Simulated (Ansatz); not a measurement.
The cluster KNa₃. Charge 0, multiplicity 5. Geometry r2SCAN/def2-TZVP; atoms count from 1.

```xyz
4

Na    0.0395    1.3604   -1.9249
Na    0.4408    1.4358    1.8171
Na   -2.2120   -0.7453    0.2523
K     1.7317   -2.0509   -0.1445
```

At PBE0/def2-TZVP a broken-symmetry singlet of charge 0 lies 1.24 eV below the quintet, each at its own geometry. The structure comes from a short search, and lower isomers may exist.

(1) Estimate the Mulliken populations from the PBE0/def2-TZVP orbitals of Ansatz.

(2) Where does the spin sit?

Answers

(1) 
| atom | charge (e) | spin (α − β) |
| --- | --- | --- |
| Na1 | -0.01 | 1.02 |
| Na2 | -0.01 | 1.02 |
| Na3 | -0.01 | 1.01 |
| K4 | 0.04 | 0.95 |
Mulliken values and Mayer orders depend strongly on the basis.

(2) Summed by element: Na 3.05, K 0.95, of 4 unpaired in all. Largest on single atoms: Na2 1.02, Na1 1.02, Na3 1.01.
